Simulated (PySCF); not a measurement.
## Lu²⁺ (lutetium, charge +2) across methods

[Xe] 4f14 6p1, 2P determinant (an excited configuration). All numbers are calculated (PySCF 2.14, the spin-free X2C one-electron Hamiltonian (Gaussian nucleus), in x2c-TZVPPall with one added diffuse shell each of s, p, d type (12s8p8d2f2g, 108 functions)).

```tsv
method	E (hartree)	mean ε 4f α (eV)	mean ε 4f β (eV)	mean ε 6p α (eV)	Σ⟨r²⟩ (bohr²)	⟨S²⟩
PW91	-14564.10	-28.100	-28.071	-13.667	47.78	0.750
PBE0	-14562.33	-31.429	-31.401	-14.103	47.89	0.750
PBE	-14562.57	-28.006	-27.976	-13.636	47.78	0.750
M06-2X	-14563.95	-35.605	-35.565	-14.659	47.42	0.750
UHF	-14557.53737	-40.930	-40.900	-15.043	48.94	0.750
revPBE	-14562.98	-27.916	-27.888	-13.638	47.84	0.750
LDA	-14552.94	-28.382	-28.352	-13.593	47.56	0.750
r2SCAN	-14562.67	-28.064	-28.021	-13.648	47.68	0.750
```

Spin-orbit coupling, absent here, splits the open shell strongly.
